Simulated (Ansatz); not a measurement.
C2H2F3, SMILES FC(F)([CH2])F, multiplicity 2.

Geometry optimised at B3LYP-D3(BJ)/def2-SVP. The isomer is the one that the SMILES or the coordinates give; other isomers of the formula were not compared.

Two levels are set side by side: PBE/def2-SVPD (Ansatz, a quantum-chemistry and plane-wave program) and CAM-B3LYP/def2-SVPD (Ansatz). Energy differences of separate SCF runs at the same geometry; the states with an electron removed or added have multiplicity 1 and 1. Differences are taken from unrounded values.

```csv
quantity,CAM-B3LYP,PBE,PBE minus CAM-B3LYP
vertical ionisation energy (eV),10.95,10.62,-0.32
vertical electron affinity (eV),0.88,0.82,-0.05
```
